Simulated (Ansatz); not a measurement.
A made-up structure of GeHBrF (charge +1), singlet:

| atom | x (Å) | y (Å) | z (Å) |
| --- | --- | --- | --- |
| F1 | -1.8385 | -0.2082 | 0.1811 |
| Ge2 | -0.0144 | 0.1505 | -0.0682 |
| Br3 | 1.5102 | -1.6016 | 0.6621 |
| H4 | 0.3427 | 1.6593 | -0.7750 |

It is relaxed with PBE-D4/def2-SVP and then PBE0-D4/def2-TZVP (Ansatz 0.2.0). Atoms count as bonded within 1.22 times the sum of their covalent radii (H–H: 0.88 Å). The end point is not checked to be a true minimum.

**Question.** Does its bonding change? (A judgement: the text doesn't fix the answer.)

**Answer.** The calculation gives: No: no bond forms or breaks.

Where it ends: The first stage lowers the energy by 0.87 eV in 4 steps. It ends as GeHBrF ([F][GeH][Br]), total charge +1:
```
4
angstrom
F -1.6409 -0.1856 0.1615
Ge -0.0121 0.1343 -0.0609
Br 1.3482 -1.4306 0.5915
H 0.3048 1.4819 -0.6921
```

Labels in which every atom is bracketed show which atoms are joined, not bond orders.

For scale, one of the runs: PBE0-D4/def2-TZVP relaxation, 133 basis functions, launched by `ansatz run in.yaml --threads 2 --pin off --events-out ev --progress --plain --max-ram 4352MiB`. The run took about 19 s on 2 CPU threads of an Arm Neoverse V1 (shared host).
